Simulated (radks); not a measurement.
Values are calculated unless marked as measured or tabulated.
Effect of the nuclear size on the zinc ion Zn+, [Ar] 3d10 4s1. Code: a radial shooting solver on a logarithmic mesh with Libxc functionals. Model: Dirac Kohn-Sham, exchange-only LDA, spin-unpolarised, spherical densities, finite nucleus; Fermi nuclear charge, rms radius 3.9283 fm. The rms radius is varied about that value; shifts are against it.

rms radius (fm)  total energy shift (eV)  density at nucleus (e/bohr^3)  1s1/2 shift (meV)  2s1/2 shift (meV)  3s1/2 shift (meV)
3.2173                           -0.0769                      2.522e+04              -32.7              -3.12             -0.464
3.6101                           -0.0362                      2.506e+04              -15.4              -1.47             -0.219
3.9283                                 0                      2.494e+04              0.000              0.000              0.000
4.1365                            0.0252                      2.487e+04               10.7               1.03              0.152
4.439                             0.0641                      2.477e+04               27.3               2.61              0.387

Slopes of the eigenvalues against <r^2> in GHz/fm^2, as finite differences over the two radii next to the reference (eigenvalue slopes, not the field-shift constants of lines): 1s1/2 1550, 2s1/2 148, 3s1/2 22.0.
